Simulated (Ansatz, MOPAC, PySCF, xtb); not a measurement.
Noncovalent pair: HF (SMILES F) (first 2 atoms) with H2 (SMILES [H][H]); geometry from B3LYP-D3(BJ)/def2-TZVP, rigid monomers moved along the line of their centres of mass till H2···H4 is 2.75 Å.
(charge 0, multiplicity 1):
| atom | x (Å) | y (Å) | z (Å) |
|---|---|---|---|
| F | -0.0821 | 0.1939 | -0.5040 |
| H | -0.0694 | 0.0989 | 0.4177 |
| H | -0.0798 | -0.5382 | 3.0939 |
| H | 0.0192 | 0.1981 | 3.1644 |

```tsv
level	interaction energy (kcal/mol)	minus CCSD(T)/CBS(aug-cc-pVTZ, aug-cc-pVQZ)	cost
GFN-FF	-0.04	0.50	-
PM6	-0.12	0.41	-
PM7	-0.22	0.32	-
GFN2-xTB	-0.47	0.07	-
HF/6-31G*	-0.20	0.34	-
HF/6-31G* (no counterpoise)	-0.23	0.30	-
HF/aug-cc-pVTZ	-0.38	0.16	-
PBE-D3(BJ)/def2-TZVPPD	-0.72	-0.18	×1
B3LYP/6-31G* (no counterpoise)	-0.33	0.20	-
B3LYP-D4/def2-TZVPPD	-0.47	0.06	×1
MP2/6-31G*	-0.20	0.33	-
MP2/aug-cc-pVDZ	-0.46	0.08	-
SCS-MP2/aug-cc-pVQZ	-0.47	0.06	-
CCSD(T)/CBS(aug-cc-pVTZ, aug-cc-pVQZ)	-0.54	0.00	×700*
```

 The comparison column counts from a level with limits of its own.

The rows run from -0.72 (PBE-D3(BJ)/def2-TZVPPD) to -0.04 kcal/mol (GFN-FF).

Interaction energies are E(AB) − E(A) − E(B) at the monomers' geometry in the complex; basis-set methods are counterpoise corrected. Rows marked so take none.

Correlated levels freeze the cores. CBS(a, b) extrapolates the correlation energy as X⁻³ and adds the Hartree–Fock energy of set b. Rows in 6-31G* carry no dispersion term and start afresh at each structure (6-31G* with six Cartesian d functions). MP2/6-31G* freezes PySCF's default core. The state that PM6, PM7 reach isn't checked; PM7 holds dispersion and hydrogen-bond terms.

Run with Ansatz (a program for electronic structure) with Gaussian orbitals; MOPAC for PM6, PM7 (differences of heats of formation); PySCF for 6-31G* rows, the dispersion terms; xtb for the GFN methods. 

Costs are rough ratios of core time to PBE/def2-TZVPPD (about 1.3 s over the structures, on one shared machine); a dash marks a level with no comparable run of its own. A star marks coupled-cluster runs past 200 virtual orbitals, where the program's memory plan changes under this machine's limit, so their costs aren't comparable with smaller runs.
